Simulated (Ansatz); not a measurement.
Energy needed to pull apart GeH₄ (SMILES [GeH4]), closed shell, into free ground-state atoms, from the structure below (displaced at random from a GFN2-xTB minimum); no zero-point or spin–orbit terms; open-shell atoms are treated unrestricted, in their ground-state multiplicity.

Ge1  (-0.027, -0.034, -0.060)
H2  (1.174, -0.693, 0.661)
H3  (-1.198, 0.007, 0.779)
H4  (-0.438, -0.657, -1.238)
H5  (0.427, 1.333, -0.266)
(Å)

Ansatz 0.2.0; basis: def2-TZVPP; cores frozen in the correlated methods. Filled d shells of the heavier atoms are correlated. The def2 sets are not built for correlating such inner shells, so the correlated values are less sure here. B3LYP uses VWN-RPA correlation.

```
   method  atomization energy (kJ/mol)
    SPW92                         1327
   PBE-D4                         1166
r2SCAN-D4                         1204
  PBE0-D4                         1173
 B3LYP-D4                         1200
  wB97M-V                         1197
       HF                            ?
      MP2                         1165
     CCSD                            ?
  CCSD(T)                         1201
```

**Question.** What does CCSD give? (Judge from chemistry; the value comes from the calculation.)

**Answer.** By the calculation: 1196 kJ/mol, which is about 6 kJ/mol less than CCSD(T)/def2-TZVPP.

**Question.** What does HF give? (An estimate is asked for; the value comes from the calculation.)

**Answer.** By the calculation: 900 kJ/mol, which is about 302 kJ/mol less than CCSD(T)/def2-TZVPP.

In triple zeta the MP2 and coupled-cluster atomization energies are still short of their basis limit by a few kcal/mol a bond, whereas those of the functionals are nearly converged, so these differences are not deviations from converged CCSD(T).

The T1 diagnostic stays at or below 0.012.

For scale, one of the runs: CCSD(T)/def2-TZVPP forces, 104 basis functions (an equivalent command: `ansatz run in.yaml --threads 4`). Hardware: 4 CPU threads, shared host. Wall time about 7 s.
